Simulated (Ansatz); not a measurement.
# A ladder of methods for CH3ClF2Si (SMILES C[Si](F)(F)Cl)

CH3ClF2Si: 8 atoms, total charge 0, spin state singlet. SMILES: `C[Si](F)(F)Cl`. The shape was relaxed beforehand at B3LYP/def2-SVP.

```xyz
8

C    -0.8159   -0.3004    0.5170
Si    0.6935    0.1564   -0.4409
F     2.0153   -0.4835    0.2268
F     0.6202   -0.4250   -1.9439
Cl    0.9713    2.1863   -0.5647
H    -0.9252   -1.3959    0.5557
H    -0.7506    0.0809    1.5477
H    -1.7163    0.1241    0.0467
```

Quantity: the dissociation energy of the F4–Si2 bond into doublet F and doublet CH3ClFSi (shapes relaxed at B3LYP/def2-SVP, no zero-point term), in eV. The values are calculated.

```
           level                    kind  program  value (eV)  CPU time (all runs)
     HF/def2-SVP            Hartree–Fock   Ansatz        5.20                1.6 s
    PBE/def2-SVP                     GGA   Ansatz        6.83                4.2 s
 r2SCAN/def2-SVP                meta-GGA   Ansatz        6.73                 10 s
  B3LYP/def2-SVP           global hybrid   Ansatz        6.70                5.4 s
wB97M-V/def2-SVP  range-separated hybrid   Ansatz        7.02                 25 s
    MP2/def2-SVP     perturbation theory   Ansatz        6.89                1.9 s
```

The values span 5.20 to 7.02 eV. Hartree–Fock misses the correlation of the electron pair that is broken and comes out low. Measured bond enthalpies also hold zero-point and thermal terms, a few tenths of an eV less. CPU times are rough (shared hosts, several kinds of processor): they show what a rung costs within a factor of a few.
